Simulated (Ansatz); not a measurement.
Reaction (substitution at a C–N bond): `CNC(=N)[SiH3]` + `[OH][Ti]([SH])([Cl])[Cl]` → `C[S][Ti]([OH])([Cl])[Cl]` + `N=C(N)[SiH3]`

Program: Ansatz. Geometries: PBE0-D4/def2-TZVP. ΔE: electronic, gas phase. CCSD(T)/CBS is the MP2 limit (def2-TZVPP, def2-QZVPP) plus CCSD(T) − MP2 in def2-TZVPP, frozen cores. For Ti outer-core shells are correlated without core-valence functions, which leaves a few kJ/mol of doubt a bond. Scalar relativity is left out up to krypton. One conformer a species, not always the lowest.

```
                   species  SCS-MP2/def2-QZVPP energy (Eh)
           `CNC(=N)[SiH3]`                      -479.25179
`[OH][Ti]([SH])([Cl])[Cl]`                     -2242.62495
`C[S][Ti]([OH])([Cl])[Cl]`                     -2281.85973
            `N=C(N)[SiH3]`                      -440.02056
```

Q: Work out ΔE.

A: ΔE = (-2281.85973) + (-440.02056) − (-479.25179) − (-2242.62495) = -0.00355 Eh = -2.2 kcal/mol. CCSD(T)/CBS gives -2.2 kcal/mol.

Largest T1 diagnostic among the species: 0.026, so the coupled-cluster value is less sure than usual.

In def2-TZVPP, CCSD(T) changes the Hartree–Fock value by −1.1 kcal/mol (the triples alone add −0.5 kcal/mol) and MP2 by −1.9 kcal/mol.
